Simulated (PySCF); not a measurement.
Polarisability and C₆ of Al (aluminium, neutral)

[Ne] 3s2 3p1, 2P determinant. All numbers are calculated (PySCF 2.14, scalar relativity by spin-free X2C-1e, in aug-cc-pCVTZ-DK with one added diffuse shell each of s, p, d, f type (9s8p6d4f, 91 functions)). Coupled (time-dependent) response in atomic units; α is the mean over directions.

```csv
method,mean α (bohr³),"α xx, yy, zz",C₆ (like pair),S(−4)
UHF,61.74,"52.07, 81.08, 52.07",560.3,1997
PBE,66.22,"53.48, 91.70, 53.48",587.1,2920
PBE0,62.91,"51.93, 84.88, 51.93",558.9,2352
BHandHLYP,61.74,"51.42, 82.39, 51.42",545.5,2234
BLYP,68.74,"54.77, 96.69, 54.77",605.8,3463
```

S(−4) is the Cauchy moment in α(ω) = α(0) + S(−4) ω² + …

Reference α: 57.8 ± 1 bohr³ (recommended; Schwerdtfeger and Nagle, table of static dipole polarizabilities (2023 update)). Published C₆: 528.0 (Chu and Dalgarno (2004); Tang, Norbeck and Certain (1976)).

α(iu) at BLYP:

```
u (hartree)  α(iu) (bohr³)
          0          68.74
     0.0500          61.55
      0.100          48.87
      0.200          29.68
      0.300          18.88
      0.500          9.081
      0.750          4.660
       1.00          2.851
       1.50          1.440
       2.00         0.9058
       3.00         0.4896
       5.00         0.2351
```

A single London oscillator, α(iu) = α/(1 + u²/ω²), gives C₆ = (3/4) ω α². Matching the computed C₆ needs ω = 4 × 605.8 / (3 × 68.74²) = 0.171 hartree.

The components differ because the open shell of this determinant is not spherical; for a pure term their mean is the scalar polarisability.
